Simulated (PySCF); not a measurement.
Gas-phase reaction: 3 CH3GeH3 + C6H6 → 3 GeH2 + 3 C3H6 (cyclic)

Computed with PySCF and rigid-rotor harmonic-oscillator thermochemistry at 1 bar. † marks an energy on the PBE0/def2-TZVP geometry and frequencies; other levels use their own. MP2 and CCSD(T) freeze the core. 6-31G* has spherical d functions here. All species are closed-shell singlets. B3LYP is the form with VWN-RPA correlation. Ge: all electrons, no relativistic terms. GeH2: computed as isolated molecules; such fragments, hydroxides, amides, oligomers or adducts are transient or little studied in the gas. MP2 isn't extrapolated to the basis-set limit. CCSD(T) isn't extrapolated to the basis-set limit.

```tsv
level	ΔH°(298 K), kJ
B3LYP/6-31G*	652
B3LYP/def2-TZVP†	685
CCSD(T)/def2-SVP†	704
HF/6-31G*	651
HF/def2-TZVP†	…
M06-2X/def2-TZVP†	…
MP2/def2-TZVPP†	807
PBE0/def2-TZVP	…
ωB97M-V/def2-TZVP†	…
```

Task: Complete the blanks.

Result: 
- HF/def2-TZVP†, ΔH°(298 K), kJ: 682
- M06-2X/def2-TZVP†, ΔH°(298 K), kJ: 675
- PBE0/def2-TZVP, ΔH°(298 K), kJ: 710
- ωB97M-V/def2-TZVP†, ΔH°(298 K), kJ: 697
